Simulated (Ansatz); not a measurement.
Geometry optimisation, RKS revPBE-D4/def2-SVP (Ansatz).

Input file:

```yaml
crystal:
  periodic: [false, false, false]
  atoms:
    - { symbol: Si, position_ang: [0.0, 0.0, 0.0] }
    - { symbol: O, position_ang: [0.0, 0.0, 1.68] }
    - { symbol: Si, position_ang: [-1.3147, -0.4067, 2.6436] }
    - { symbol: H, position_ang: [-2.239, -1.2403, 1.8804] }
    - { symbol: H, position_ang: [-0.8506, -1.1432, 3.8157] }
    - { symbol: H, position_ang: [-1.9987, 0.8095, 3.0733] }
    - { symbol: H, position_ang: [1.3768, 0.0, -0.4862] }
    - { symbol: F, position_ang: [-0.7489, 1.2974, -0.5295] }
    - { symbol: H, position_ang: [-0.6877, -1.1914, -0.4862] }
basis:
  gaussian: { orbitals: def2-SVP }
hamiltonian:
  xc: revpbe
  dispersion: d4
relax:
  f_tol: 0.02
  max_steps: 40
```

Launched with:

```bash
$ ansatz run input.yaml --threads 1 --pin off --max-ram 2048MiB --backend cpu --events-out ev --progress --plain --runs-dir out
```

Question: Where does it end, and by what steps?

Answer: The forces met the threshold. After 6 steps the energy has fallen by 0.189 eV; H4 moved furthest, 0.37 Å.

| step | energy less start (eV) | largest force component (eV/Å) | accepted |
| --- | --- | --- | --- |
| 0 | 0.0000 | 1.451 | yes |
| 1 | -0.1273 | 0.832 | yes |
| 2 | -0.1638 | 0.215 | yes |
| 3 | -0.1837 | 0.048 | yes |
| 4 | -0.1868 | 0.156 | yes |
| 5 | -0.1884 | 0.020 | yes |
| 6 | -0.1885 | 0.005 | yes |

```xyz
9
Properties=species:S:1:pos:R:3
Si 0.039 -0.026 -0.092
O -0.188 -0.166 1.548
Si -1.376 -0.425 2.717
H -2.472 -1.294 2.160
H -0.728 -1.111 3.884
H -1.954 0.890 3.157
H 1.505 0.124 -0.342
F -0.716 1.326 -0.633
H -0.572 -1.193 -0.809
```

Time of the run: 21 s on 1 thread of Arm Neoverse V1, on a shared host, peak memory 0.12 GiB.
